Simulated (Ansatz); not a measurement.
`F[SiH2]O[SiH3]` + `C#CO` → `C#CO[SiH2]F` + `O[SiH3]` at 500 K and 1 bar (ligand exchange at the Si–O bond).

Program: Ansatz. Geometries: PBE0-D4/def2-TZVP. ΔE: electronic, gas phase. CBS: MP2 limit from def2 TZ/QZ plus the TZ coupled-cluster correction, frozen cores. This one scheme is used for every species. One conformer a species, not always the lowest.

```json
{"species": "`F[SiH2]O[SiH3]`", "CCSD(T)/CBS energy (Eh)": "-756.28164", "H − E (kJ/mol)": "174.8", "S (J/(mol·K))": "408.0"}
{"species": "`C#CO`", "CCSD(T)/CBS energy (Eh)": "-152.38380", "H − E (kJ/mol)": "108.9", "S (J/(mol·K))": "279.1"}
{"species": "`C#CO[SiH2]F`", "CCSD(T)/CBS energy (Eh)": "-541.96553", "H − E (kJ/mol)": "154.9", "S (J/(mol·K))": "386.4"}
{"species": "`O[SiH3]`", "CCSD(T)/CBS energy (Eh)": "-366.69042", "H − E (kJ/mol)": "127.5", "S (J/(mol·K))": "292.9"}
```

H − E and S are ideal-gas, rigid-rotor, harmonic terms from PBE0-D4/def2-TZVP, for one conformer and one mirror image of each species. 1 Eh = 2625.50 kJ/mol, R = 8.31446 J/(mol·K).

Q: By hand: ΔE, ΔH, ΔS and ΔG.

A: ΔE = (-541.96553) + (-366.69042) − (-756.28164) − (-152.38380) = 0.00949 Eh = 24.9 kJ/mol. Δ(H − E) = 154.9 + 127.5 − 174.8 − 108.9 = -1.3, so ΔH = 23.6 kJ/mol. ΔS = 386.4 + 292.9 − 408.0 − 279.1 = -7.8 J/(mol·K). ΔG = 23.6 − 500 × (-7.8)/1000 = 27.5 kJ/mol.

Q: By hand: the equilibrium constant, and the temperature at which ΔG would vanish if ΔH and ΔS stayed fixed.

A: log₁₀ K = −ΔG/(RT ln 10) = -2.9. ΔH and −TΔS have one sign here, so there is no such temperature.

The number of gas molecules stays the same, so ΔS is small and ΔH decides. A doubt of 5 kJ/mol in ΔE shifts log₁₀ K by 0.5 here. Other conformers and mirror images would add mixing entropy, several J/(mol·K) or more a flexible species. Modes under 60 cm⁻¹, often nearly free rotors, make the harmonic entropy too high. These are equilibria of isolated gas molecules and say nothing of rates. Largest T1 diagnostic: 0.013 (customary marks: 0.02 for closed shells, 0.045 for open ones).

ΔS is within the doubt of such terms, so its sign, and with it that verdict, could turn.
